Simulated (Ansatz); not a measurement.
AlH2I (SMILES [AlH2][I]) moved off its minimum; all values from Ansatz (an electronic-structure program), cores frozen in correlated methods. Elements past Kr take the def2 small-core potentials, without spin–orbit coupling.
(charge 0, multiplicity 1)
```xyz
4

Al    -1.0236    -1.5673     0.2106
H     -0.5279    -2.5910     1.3271
H     -2.2991    -1.7714    -0.5346
I      0.3407     0.4453    -0.0849
```

Forces at MP2/def2-TZVPPD (eV/Å):

```
atom      Fx      Fy      Fz
----  ------  ------  ------
Al1    0.942  -0.368   1.141
H2    -0.068   0.189  -0.281
H3    -1.034  -0.100  -0.742
I4     0.160   0.280  -0.118
```

Q: Give the forces (eV/Å), the total energy and the dipole at CCSD(T)/def2-TZVPPD.

A: 
| atom | Fx | Fy | Fz |
|---|---|---|---|
| Al1 | 0.944 | -0.347 | 1.115 |
| H2 | -0.046 | 0.132 | -0.221 |
| H3 | -1.091 | -0.114 | -0.770 |
| I4 | 0.193 | 0.329 | -0.124 |
Energy -540.0571 hartree, dipole 0.84 D.
